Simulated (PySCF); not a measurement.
Geometry:
```tsv
atom	x (Å)	y (Å)	z (Å)
C1	-1.842	-0.918	-0.503
N2	-0.804	-0.152	0.201
C3	-0.623	-0.676	1.563
Al4	-1.337	1.856	0.328
C5	0.579	2.362	0.048
C6	1.353	1.043	-0.020
C7	0.482	-0.107	-0.560
B8	1.274	-1.484	-0.716
O9	2.570	-1.509	-1.132
O10	0.670	-2.678	-0.467
H11	-1.983	-0.499	-1.508
H12	-1.572	-1.982	-0.576
H13	-2.793	-0.818	0.041
H14	-0.268	-1.718	1.541
H15	0.096	-0.054	2.113
H16	-1.580	-0.623	2.098
H17	-2.294	2.042	-0.955
H18	-2.032	1.976	1.773
H19	0.652	2.885	-0.922
H20	1.019	3.038	0.798
H21	1.737	0.768	0.978
H22	2.254	1.125	-0.660
H23	0.188	0.185	-1.589
H24	2.947	-0.631	-1.248
H25	1.275	-3.414	-0.618
```

Geometry: PBE0-D3(BJ)/def2-SVP; GIAO shifts from PySCF 2.14, gas phase, non-relativistic, averaged over equivalent atoms.

At HF/pcSseg-1 (252 basis functions, 58 s wall time on 1 thread of an Arm Neoverse N1, shared host):
```json
{"atoms": "C7", "δ (ppm)": "49.4"}
{"atoms": "C1", "δ (ppm)": "43.0"}
{"atoms": "C3", "δ (ppm)": "36.4"}
{"atoms": "C6", "δ (ppm)": "25.1"}
{"atoms": "C5", "δ (ppm)": "0.1"}
{"atoms": "N2", "δ (ppm)": "21.4"}
{"atoms": "Al4", "δ (ppm)": "82.0"}
{"atoms": "B8", "δ (ppm)": "32.5"}
{"atoms": "O9/O10", "δ (ppm)": "102.1"}
{"atoms": "H24/H25", "δ (ppm)": "4.13"}
{"atoms": "H18", "δ (ppm)": "3.72"}
{"atoms": "H17", "δ (ppm)": "3.66"}
{"atoms": "H11/H12/H13", "δ (ppm)": "2.69"}
{"atoms": "H14/H15/H16", "δ (ppm)": "2.36"}
{"atoms": "H23", "δ (ppm)": "1.50"}
{"atoms": "H21", "δ (ppm)": "1.32"}
{"atoms": "H22", "δ (ppm)": "1.30"}
{"atoms": "H19", "δ (ppm)": "-0.02"}
{"atoms": "H20", "δ (ppm)": "-0.04"}
```

Shifts are taken against calculated references (same method and geometry level): $^{13}$C (σref 190.85) and $^{1}$H (σref 31.69) vs TMS; $^{15}$N (σref 265.72) vs NH3; $^{27}$Al (σref 516.24) against AlH4-; $^{11}$B (σref 115.29) vs BF3·OEt2; $^{17}$O (σref 333.31) vs H2O.

Estimate the result of repeating the calculation with PBE0/pcSseg-1.

Results:


```
      atoms  δ at PBE0/pcSseg-1  change
         C7                58.2    +8.8
         C1                47.8    +4.8
         C3                40.2    +3.8
         C6                30.9    +5.8
         C5                 2.3    +2.2
         N2                47.3   +25.9
        Al4               102.6   +20.6
         B8                29.7    -2.8
     O9/O10               128.4   +26.3
    H24/H25                4.12   -0.01
        H18                4.15   +0.43
        H17                4.10   +0.44
H11/H12/H13                2.83   +0.14
H14/H15/H16                2.46   +0.10
        H23                2.03   +0.53
        H21                1.72   +0.40
        H22                1.69   +0.39
        H19                0.25   +0.27
        H20                0.17   +0.21
```

δ = σ(ref) − σ, references computed at the same level: $^{13}$C (σ = 184.41 ppm), $^{1}$H (σ = 31.27 ppm) against TMS; $^{15}$N (σ = 265.67 ppm) against NH3; $^{27}$Al (σ = 489.28 ppm) vs AlH4-; $^{11}$B (σ = 100.73 ppm) against BF3·OEt2; H2O for $^{17}$O (σ = 334.56 ppm).

The largest change is at O9/O10 (oxygen bonded to B, H). Cost: 252 basis functions, 120 s wall time on 1 thread of an Arm Neoverse N1, shared host. The order of the carbon signals is the same at both levels.

A carbon bonded to boron is broadened by the quadrupolar boron nucleus and is often missing from a measured spectrum. Experimental scales use liquid or dissolved standards, which lie at an offset from isolated NH3 (liquid NH3: subtract about 20 ppm) and H2O (liquid H2O: subtract about 36 ppm).
